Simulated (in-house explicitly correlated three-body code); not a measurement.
Computed with an exponentially correlated three-body code. Model: two electrons around a point charge, non-relativistic, variational in 260 exponentially correlated functions (energies converged to about 1e-7 hartree, or 1e-8 relative for large Z).

For two electrons in a singlet the Kohn-Sham orbital is the square root of half the density, so the exact Kohn-Sham potential and energy parts follow from the density alone, and exchange is minus half the Hartree energy. The Kohn-Sham level equals minus the binding energy of the second electron.

Command:
```bash
python run_hyl.py task.json out
```
Settings (lengths in bohr, energies in hartree):
```
Z                      3.88
interaction_strength   1
functions              260
states_tried           13
```

Cost of the run: 41 s on 1 thread of AMD EPYC 7R13 Processor (Zen 3) (shared host).

**Electric-dipole lines between converged S and P states, rate of the upper state's decay.**

Given: nuclear charge 3.88.

```
s state  p state  p minus s (eV)  oscillator strength from s  rate (1/s)
   1 1S     2 1P          115.22                     0.54269   1.042e+11
   1 1S     3 1P          130.63                     0.12544  3.0962e+10
   1 1S     4 1P          136.06                    0.048765  1.3057e+10
   2 1S     2 1P               ?                           ?           ?
   2 1S     3 1P          17.344                     0.30146  1.3117e+09
   2 1S     4 1P           22.77                    0.081318  6.0981e+08
   3 1S     2 1P         -14.861                   -0.078831  7.5542e+08
   3 1S     3 1P         0.55505                     0.26537  1.1825e+06
   3 1S     4 1P               ?                           ?           ?
   4 1S     2 1P          -20.61                   -0.016194  2.9848e+08
   4 1S     3 1P         -5.1939                    -0.17297  2.0247e+08
   4 1S     4 1P         0.23151                     0.36814      285380
   2 3S     2 3P          3.1983                     0.22136  3.2751e+07
   2 3S     3 3P          19.781                     0.24652  1.3953e+09
   2 3S     4 3P          25.486                    0.070285  6.6031e+08
   3 3S     2 3P         -15.737                   -0.090984  9.7775e+08
   3 3S     3 3P         0.84582                     0.36935   3.822e+06
   3 3S     4 3P          6.5503                      0.2569  1.5943e+08
   4 3S     2 3P         -21.946                    -0.01768  3.6948e+08
   4 3S     3 3P         -5.3626                     -0.2021  2.5219e+08
   4 3S     4 3P         0.34186                     0.50761      858050
```

(1) What belongs in the row 2 1S 2 1P?

(2) What belongs in the row 3 1S 4 1P?

**Exact Kohn-Sham parts of the ground state from its density.**

Computed: Kohn-Sham kinetic 12.744 hartree; Hartree energy 4.4032 hartree; exchange energy -2.2016 hartree; DFT correlation energy -0.044202 hartree; kinetic part of the DFT correlation energy 0.041328 hartree; exact minus restricted Hartree-Fock -0.044195 hartree; Kohn-Sham level -143.07 eV; restricted Hartree-Fock level -143.39 eV; dipole polarisability 0.059853 bohr³; C6 of two such species 0.013723 hartree·bohr⁶.

(3) What is the total energy?

(4) What is the potential part of the DFT correlation energy?

**Functionals on the exact density and self-consistent, errors are functional minus exact, hybrids only self-consistent, a dash where a self-consistent run leaves the top level unbound.**

| result | exchange error (millihartree) | correlation error (millihartree) | functional driven error (millihartree) | density driven error (millihartree) | self consistent total error (millihartree) | top level plus exact binding (eV) |
| --- | --- | --- | --- | --- | --- | --- |
| SCAN | -4.3969 | 2.743 | -1.6539 | -0.30384 | -1.9577 | 18.697 |
| PW91 | 30.706 | -8.9853 | 21.721 | -1.2546 | 20.467 | 20.615 |
| wB97X | - | - | - | - | -20.507 | 13.509 |
| BP86 | 11.137 | -3.9595 | 7.1771 | -0.7632 | 6.4139 | 20.656 |
| B3LYP VWN-RPA | - | - | - | - | 0.34975 | 16.032 |
| M06-L | -24.86 | -4.3527 | -29.213 | -2.2879 | -31.501 | 18.472 |
| LDA PW92 | 309.38 | -104.53 | 204.84 | -2.2472 | 202.59 | 22.264 |
| r2SCAN0 | - | - | - | - | -0.7002 | 13.8 |
| BLYP | 11.137 | -4.7308 | 6.4058 | -1.5041 | 4.9017 | 20.458 |
| PBE | 37.363 | -1.703 | 35.66 | -1.2174 | 34.443 | 20.868 |
| revTPSS | ? | ? | ? | ? | ? | ? |
| PBE0 | - | - | - | - | 25.755 | 15.38 |
| HSE06 | - | - | - | - | ? | ? |
| LDA VWN5 | 309.38 | -105.32 | 204.06 | -2.24 | 201.82 | 22.253 |

(5) What belongs in the row revTPSS?

(6) What belongs in the row HSE06?

**Density and exact potentials over r, pair density (one pair, times 4 pi r12^2) and exact minus Kohn-Sham pair density over r12.**

| radius (bohr) | radial density (electrons/bohr) | exchange potential (hartree) | intracule density (1/bohr) | Coulomb hole against Kohn-Sham (1/bohr) | correlation potential (hartree) |
| --- | --- | --- | --- | --- | --- |
| 0.054 | 0.75448 | -3.49 | 0.051298 | -0.01307 | -0.039 |
| 0.0628 | 0.95395 | -3.466 | 0.069277 | -0.01701 | -0.036 |
| 0.073 | 1.1924 | -3.4353 | 0.093287 | -0.02192 | -0.032 |
| 0.0849 | 1.4731 | -3.3961 | 0.12539 | -0.02799 | -0.027 |
| 0.0987 | 1.7929 | -3.3469 | 0.16774 | -0.03525 | -0.021 |
| 0.115 | 2.1517 | -3.2846 | 0.22411 | -0.04381 | -0.015 |
| 0.133 | 2.5133 | -3.2118 | 0.2932 | -0.05282 | -0.008 |
| 0.155 | 2.8948 | -3.1191 | 0.38527 | -0.06264 | 0 |
| 0.18 | 3.2408 | -3.0108 | 0.49678 | -0.07157 | 0.007 |
| 0.209 | 3.5255 | -2.8841 | 0.6302 | -0.07834 | 0.014 |
| 0.243 | 3.7128 | -2.7371 | 0.78477 | -0.08104 | 0.019 |
| 0.283 | 3.763 | -2.5697 | 0.95387 | -0.0774 | 0.022 |
| 0.329 | 3.6487 | -2.3878 | 1.1194 | -0.06581 | 0.024 |
| 0.383 | 3.3608 | -2.1913 | 1.263 | -0.04576 | 0.023 |
| 0.445 | ? | ? | ? | ? | ? |
| 0.517 | 2.3827 | -1.7851 | 1.369 | 0.00798 | 0.016 |
| 0.601 | ? | ? | ? | ? | ? |
| 0.699 | 1.2378 | -1.3912 | 1.1119 | 0.04368 | 0.008 |
| 0.812 | 0.77224 | -1.2139 | 0.86834 | 0.04347 | 0.005 |
| 0.944 | 0.42666 | -1.0523 | 0.60054 | 0.03321 | 0.003 |
| 1.1 | 0.20266 | -0.9067 | 0.35711 | 0.01905 | 0.002 |
| 1.28 | 0.082226 | -0.78055 | 0.18003 | 0.007625 | 0.001 |

(7) What belongs in the row 0.445?

(8) What belongs in the row 0.601?

Answers

(1) p minus s (eV): 1.9286; oscillator strength from s: 0.1541; rate (1/s): 8.2904e+06.

(2) p minus s (eV): 5.9805; oscillator strength from s: 0.31789; rate (1/s): 1.6445e+08.

(3) -12.7849044 hartree.

(4) -0.08553 hartree.

(5) exchange error (millihartree): -3.4613; correlation error (millihartree): -5.1728; functional driven error (millihartree): -8.634; density driven error (millihartree): -0.20177; self consistent total error (millihartree): -8.8358; top level plus exact binding (eV): 19.016.

(6) self consistent total error (millihartree): 23.05; top level plus exact binding (eV): 15.778.

(7) radial density (electrons/bohr): 2.9248; exchange potential (hartree): -1.9893; intracule density (1/bohr): 1.3544; Coulomb hole against Kohn-Sham (1/bohr): -0.0197; correlation potential (hartree): 0.02.

(8) radial density (electrons/bohr): 1.7965; exchange potential (hartree): -1.5838; intracule density (1/bohr): 1.2882; Coulomb hole against Kohn-Sham (1/bohr): 0.03106; correlation potential (hartree): 0.011.

The density-driven part is never positive, since each functional's own density lowers its energy. Here it is small beside the functional-driven part (median ratio 0.058), the normal case.
